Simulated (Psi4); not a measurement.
Calculation: SAPT0/jun-cc-pVDZ, frozen core (Psi4).

Psi4 input:

```
molecule {
0 1
Cl 0.64100294 -0.00000000 -0.00000000
H -0.64100294 0.00000000 0.00000000
--
0 1
Si -2.69488236 -1.20963072 -3.22812274
Cl -3.03836521 0.32685062 -1.88986169
H -1.30100320 -1.11324197 -3.70340590
H -3.63528969 -1.06623747 -4.35646380
H -2.91503239 -2.49305599 -2.53353824
units angstrom
symmetry c1
no_reorient
no_com
}
set basis jun-cc-pvdz
set scf_type df
set freeze_core true
energy('sapt0')
```

Part of the output:

```
    SAPT Results
  --------------------------------------------------------------------------------------------------------
    Electrostatics                 -1.97232137 [mEh]      -1.23765035 [kcal/mol]      -5.17832905 [kJ/mol]
      Elst10,r                     -1.97232137 [mEh]      -1.23765035 [kcal/mol]      -5.17832905 [kJ/mol]

    Exchange                        1.24552538 [mEh]       0.78157898 [kcal/mol]       3.27012643 [kJ/mol]
      Exch10                        1.24552538 [mEh]       0.78157898 [kcal/mol]       3.27012643 [kJ/mol]
      Exch10(S^2)                   1.24400897 [mEh]       0.78062742 [kcal/mol]       3.26614511 [kJ/mol]

    Induction                      -0.39861045 [mEh]      -0.25013183 [kcal/mol]      -1.04655159 [kJ/mol]
      Ind20,r                      -0.60708415 [mEh]      -0.38095106 [kcal/mol]      -1.59389922 [kJ/mol]
      Exch-Ind20,r                  0.34831819 [mEh]       0.21857296 [kcal/mol]       0.91450928 [kJ/mol]
      delta HF,r (2)               -0.13984449 [mEh]      -0.08775374 [kcal/mol]      -0.36716165 [kJ/mol]

    Dispersion                     -0.93606847 [mEh]      -0.58739183 [kcal/mol]      -2.45764742 [kJ/mol]
      Disp20                       -1.00823880 [mEh]      -0.63267940 [kcal/mol]      -2.64713060 [kJ/mol]
      Exch-Disp20                   0.07217033 [mEh]       0.04528757 [kcal/mol]       0.18948318 [kJ/mol]
      Disp20 (SS)                  -0.50411940 [mEh]      -0.31633970 [kcal/mol]      -1.32356530 [kJ/mol]
      Disp20 (OS)                  -0.50411940 [mEh]      -0.31633970 [kcal/mol]      -1.32356530 [kJ/mol]
      Exch-Disp20 (SS)              0.03737536 [mEh]       0.02345339 [kcal/mol]       0.09812898 [kJ/mol]
      Exch-Disp20 (OS)              0.03479498 [mEh]       0.02183418 [kcal/mol]       0.09135419 [kJ/mol]

  Total HF                         -1.12540644 [mEh]      -0.70620320 [kcal/mol]      -2.95475420 [kJ/mol]
  Total SAPT0                      -2.06147491 [mEh]      -1.29359503 [kcal/mol]      -5.41240162 [kJ/mol]
```
